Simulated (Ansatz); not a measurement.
`[OH][Mo]([Cl])([Cl])([Cl])([Cl])[Cl]` at its PBE0-D4/def2-TZVP geometry, where that method's forces vanish. Charge 0, multiplicity 1. Mo takes the def2 core potential.

```csv
atom,x (Å),y (Å),z (Å)
O1,-0.861,1.329,-0.147
Mo2,0.268,-0.112,-0.068
Cl3,1.222,0.595,1.885
Cl4,-0.420,-0.909,-2.097
Cl5,1.171,-2.155,0.330
Cl6,1.982,0.899,-1.157
Cl7,-1.603,-1.013,1.045
H8,-1.758,1.366,0.209
```

Task: For each bond, give half the difference of the two atoms' forces along it (eV/Å; positive pushes the atoms apart) under PBE-D4, r2SCAN-D4, B3LYP-D4, ωB97M-V in def2-TZVPP. (Estimate.)

Result: Ansatz gave: 
```
   bond  length (Å)  PBE-D4  r2SCAN-D4  B3LYP-D4  ωB97M-V
 O1–Mo2       1.832    0.59       0.38      0.33    -0.29
  O1–H8       0.966    0.19      -0.09     -0.15     0.05
Mo2–Cl3       2.286    0.22       0.15      0.22    -0.02
Mo2–Cl4       2.286    0.22       0.14      0.22    -0.03
Mo2–Cl5       2.269   -0.02       0.01      0.15     0.11
Mo2–Cl6       2.268    0.26       0.18      0.24    -0.02
Mo2–Cl7       2.357    0.19       0.11      0.20    -0.03
```

B3LYP here is the variant with VWN-RPA as its local correlation; programs differ in this.
